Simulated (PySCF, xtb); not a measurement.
YF3, SMILES [F][Y]([F])[F].

Harmonic wavenumbers (cm⁻¹) from xtb 6.7.1 with GFN2-xTB at its own minimum, in rising order: 130, 150, 150, 335, 401, 401.

Problem. What does B3LYP-D3(BJ)/def2-TZVP run with PySCF 2.14.0 give at its own minimum? (An estimate is asked for; the answer gives what the named calculation found.)

Solution. 34, 139, 139, 563, 585, 585. Paired by order, the mean absolute difference is 119 cm⁻¹ and the zero-point energies are 2.2 and 2.9 kcal/mol.
